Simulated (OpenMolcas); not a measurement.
**d1 ions of charge +4 down a group on the Y site of Cs2NaYF6**

```
Program             : OpenMolcas
Method              : CASSCF
Spin-orbit coupling : state interaction with AMFI integrals over the reference wave functions
```

The d shell is active. Each dopant is a cluster with its nearest anions in model potentials and point charges, with no relaxation and no local charge compensation. Distances were set from a Shannon-type radius of the metal (high-spin where two are listed) plus a fixed donor radius (F 1.31 Å), in hosts weighted 0.65 to 0.35 with the host's distance in the model lattice. Ligand basis ANO-RCC-VDZP, DKH2 Hamiltonian. States (labels of O, the rotations of Oh). Energies in cm-1 above the lowest state or level, χT in cm3 K/mol; under a threefold ground state the first gap can be a small split of the lowest multiplet, not the spin-orbit step; 10Dq is the gap between the two states. Spin-only χT is S(S+1) / 2 for the spin of the ground state.

| Ion | Shell | R (Å) | Metal basis | Ground state | First state of that spin | 10Dq | First gap with spin-orbit (degeneracies) | χT at 300 K | Spin-only χT |
| --- | --- | --- | --- | --- | --- | --- | --- | --- | --- |
| Nb4+ | 4d1 | 2.056 | ANO-RCC-VTZP | 2T2 | 2E 27667 | 27667 | 976.2 (4, 2) | 0.152 | 0.375 |
| Ta4+ | 5d1 | 2.056 | ANO-RCC-VTZP | 2T2 | 2E 32575 | 32575 | 3774 (4, 2) | 0.045 | 0.375 |

|10Dq| changes by a factor of 32575 / 27667 = 1.18 from Nb4+ to Ta4+.

χT departs most from the spin-only value for Ta4+, by -0.330 cm3 K/mol.

An orbital triplet at a regular site is open to Jahn-Teller coupling, which can distort the site and quench the lowest spin-orbit gaps and is left out. With metal d orbitals alone the field can be off either way by tens of per cent. Ligand-to-metal charge-transfer states are missing. The least metal-like active orbital is 80 % on the metal (Löwdin) and no ligand orbital is active, so the numbers are rough (holds for Nb4+). The least metal-like active orbital is 79 % on the metal (Löwdin) and no ligand orbital is active, so the numbers are rough (holds for Ta4+). No measured value stands beside these numbers; the geometry was set by hand and not optimised.
